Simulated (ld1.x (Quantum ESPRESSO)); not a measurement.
What one change does to a pseudopotential (silver (Ag), TM)

* Element: silver
* Generator: ld1.x (Quantum ESPRESSO) 7.5
* Type: norm-conserving Troullier–Martins (Kleinman–Bylander form)
* Functional: PW91
* Relativity: scalar-relativistic
* Frozen core: [Kr]
* Valence charge: 11
* Reference configuration: 4d10 5s0 5p1
* Partial waves: 5p (bound): rc 3.00 bohr; 4d (bound): rc 1.20 bohr; 5s (bound, empty): rc 2.10 bohr
* Local potential: the s channel
* Core correction: none

Change: wave 5p (bound): rc 3.00 bohr becomes 5p (bound): rc 3.78 bohr.

Cutoffs: the cutoffs (Ry, on a coarse ladder) from which the occupation-weighted sum of valence levels, in a spherical-Bessel basis at the reference potential, stays within 10 and 1 mRy of its value at 400 Ry; they do not see the model core or the augmentation charge, which bear on the density cutoff. Errors are all-electron minus pseudo energies relative to the spin-unpolarised reference configuration.

How do hardness, ghosts and transferability respond?

The potential gets neither clearly harder nor softer (80 Ry and 100 Ry → 80 Ry and 100 Ry); of the 7 tests that both files solve, the error grows in 2 and shrinks in 1 by more than 15 % and 0.3 meV (median size 146.3 → 145.1 meV); neither file shows a bound ghost.

```csv
quantity,base,changed
"cutoff, loose",80 Ry,80 Ry
"cutoff, tight",100 Ry,100 Ry
bound ghosts,none,none
"error for 4d10 5s1 5p0, meV [ΔE -3.90 eV]",+1.9,+4.6
"error for 4d10 5s0 5p0, meV [ΔE 3.92 eV]",+1.2,+0.1
"error for 4d9 5s0 5p0, meV [ΔE 26.12 eV]",-89,-106
"error for 4d7 5s0 5p0, meV [ΔE 114.19 eV]",-1509,-1569
"error for 4d9 5s2 5p0, meV [ΔE 0.17 eV]",-146,-152
"error for 4d9 5s1 5p1, meV [ΔE 4.70 eV]",-149,-145
"error for 4d8 5s0 5p0, meV [ΔE 62.39 eV]",-551,-588
```
